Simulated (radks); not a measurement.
Results of a calculation; reference values are marked as such.
Charge is removed step by step from the 6p (averaged over the sub-levels emptied) level of neutral lead, starting from [Hg] 6p2. Level of theory: Dirac Kohn-Sham, LDA (Slater exchange, Perdew-Wang correlation), spin-unpolarised, spherical densities, point nucleus; open shells are shared between the two j in proportion to 2j + 1 (a radial shooting solver on a logarithmic mesh with Libxc functionals).

removed (e),E - E(0) (eV),eigenvalue (eV),E minus straight line (eV)
0,0.000,-3.817,0.000
0.1,0.411,-4.406,-0.284
0.2,0.882,-5.010,-0.509
0.3,1.414,-5.628,-0.672
0.4,2.008,-6.260,-0.773
0.5,2.666,-6.903,-0.810
0.6,3.389,-7.558,-0.782
0.7,4.178,-8.225,-0.688
0.8,5.034,-8.901,-0.527
0.9,5.958,-9.588,-0.298
1,6.952,-10.284,0.000

Removing the whole electron costs 6.952 eV by Delta-SCF, against 3.817 eV from minus the eigenvalue at the starting occupation. Slater's transition state (half an electron removed) gives 6.903 eV. Integrating minus the eigenvalue over the occupation (Janak's theorem) gives 6.952 eV. The mean slope of the eigenvalue, de/dn, is 6.47 eV per electron. Ionisation energy of Pb in the NIST Atomic Spectra Database: 7.417 eV (measured).

Beside tabulated values, note that spin-unpolarised runs miss the spin-polarisation part of the exchange energy of open shells.
